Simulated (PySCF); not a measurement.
Computed shifts of a molecule C2H6BBrO, PBE0/pcSseg-1 run with PySCF, GIAO, gas phase, atoms alike by connectivity averaged where their shifts nearly agree, in ppm (number of nuclei): ¹H: 5.92 (1), 4.53 (1), 4.35 (1), 1.62 (3). ¹³C: 72.7 (1), 21.5 (1). References: ¹¹B against BF3 (σ = 88.8 ppm); ¹H against TMS (σ = 31.56 ppm); ¹⁷O against H2O (σ = 334.2 ppm); ¹³C against TMS (σ = 186.3 ppm), references at their B3LYP-D3(BJ)/def2-TZVP geometries, non-relativistic (without spin–orbit terms, shifts of atoms bonded to Cl or Br come out too high). Geometry: PBE0-D3(BJ)/def2-SVP. The values are those of a single conformer.

### Question
Identify the compound among the candidates.
(A) CCOBBr
(B) COB(C)Br
(C) CCB(O)Br

### Answer
A, CCOBBr
